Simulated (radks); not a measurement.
Coulomb parameter of the 4d shell of the niobium ion Nb2+ in the model configuration [Kr] 4d1.5 5s1.5, as a second difference U = [E(n + 0.5) + E(n - 0.5) - 2 E(n)] / (0.5)^2 with all orbitals relaxed. "Bare": the charge of the atom changes with n. "Screened": the 5s shell takes up the change at fixed total charge, which measures U(4d,4d) + U(5s,5s) - 2 U(4d,5s). Method: scalar-relativistic Kohn-Sham, PBE, spin-unpolarised, spherical densities, finite nucleus; Fermi nuclear charge, rms radius 4.324 fm; computed with a radial shooting solver on a logarithmic mesh with Libxc functionals.

case,configuration,E - E(n) (eV)
start,[Kr] 4d1.5 5s1.5,0.000
bare +0.5,[Kr] 4d2 5s1.5,-10.215
bare -0.5,[Kr] 4d1 5s1.5,13.075
screened +0.5,[Kr] 4d2 5s1,-1.891
screened -0.5,[Kr] 4d1 5s2,2.236

U(bare) = 11.442 eV, U(screened by 5s) = 1.381 eV, against the Slater integral F0(4d,4d) = 14.157 eV with frozen orbitals.
